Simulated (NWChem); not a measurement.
System: BHICl; SMILES B(I)Cl

The following NWChem deck was run.

```
start job
memory heap 200 mb stack 900 mb global 1100 mb
geometry units angstroms noautoz
  B     -0.778725    -1.033851     0.000000
  Cl     0.224520    -2.458879     0.000000
  H     -1.982323    -1.141436     0.000000
  I      0.054147     0.925166     0.000000
end
basis spherical
  B library def2-svp
  Cl library def2-svp
  H library def2-svp
  I library def2-svp
end
ecp
  I library def2-ecp
end
dft
  xc hcth407
  iterations 150
  mulliken
end
task dft energy
```

All runs use the structure optimised with PBE-D3(BJ)/def2-SVP. def2 effective core potentials on I; no spin-orbit coupling.

### Question
Predict the main results of this run. (HCTH/407/def2-SVP with def2 effective core potentials on I.) Quantities: energy (Ha); highest occupied level (eV); orbital gap (eV); dipole (D).

### Answer
| Quantity | Result |
|---|---|
| energy (Ha) | -784.03 |
| highest occupied level (eV) | -6.65 |
| orbital gap (eV) | 3.80 |
| dipole (D) | 0.15 |
